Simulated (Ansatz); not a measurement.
Basis sets compared for GaH3. Total charge 0; singlet. Geometry r2SCAN-D4/def2-TZVP. Ansatz on 4 threads of Arm Neoverse V2 on a shared host; times are rough, and most runs start from earlier orbitals.

```xyz
4

Ga    0.000   -0.001    0.000
H    -1.440   -0.421   -0.435
H     0.487   -0.274    1.459
H     0.953    0.696   -1.024
```

The 6-31G sets use Cartesian d functions. B3LYP takes the VWN-RPA correlation.

Binding counts from free atoms (Ga doublet, H doublet) in the same basis, without a counterpoise term.

| level | functions | energy (Eh) | HOMO (eV) | LUMO (eV) | binding per atom (eV) | wall time |
| --- | --- | --- | --- | --- | --- | --- |
| HF/6-31G | 35 | -1924.6204 | -11.61 | 0.73 | 1.57 | 0.15 s |
| PBE-D4/def2-SVP | 47 | -1926.0663 | -7.31 | -2.63 | 2.06 | 0.2 s |
| B3LYP-D4/6-31G | 35 | -1926.3244 | -8.40 | -2.10 | 2.13 | 0.25 s |
| PBE0-D4/def2-SVP | 47 | -1926.1126 | -8.57 | -1.81 | 2.08 | 0.25 s |

Q: Estimate the rows for HF/def2-TZVP, PBE-D4/def2-TZVP (with forces), B3LYP-D4/def2-TZVP, PBE0-D4/def2-TZVP.

A: 
```
                         level  functions  energy (Eh)  HOMO (eV)  LUMO (eV)  binding per atom (eV)  wall time
                  HF/def2-TZVP         66   -1924.9630     -11.68       0.92                   1.63     0.15 s
PBE-D4/def2-TZVP (with forces)         66   -1926.3172      -7.35      -2.65                   2.06      0.3 s
            B3LYP-D4/def2-TZVP         66   -1926.6797      -8.42      -2.12                   2.12      0.3 s
             PBE0-D4/def2-TZVP         66   -1926.3614      -8.60      -1.82                   2.08     0.35 s
```
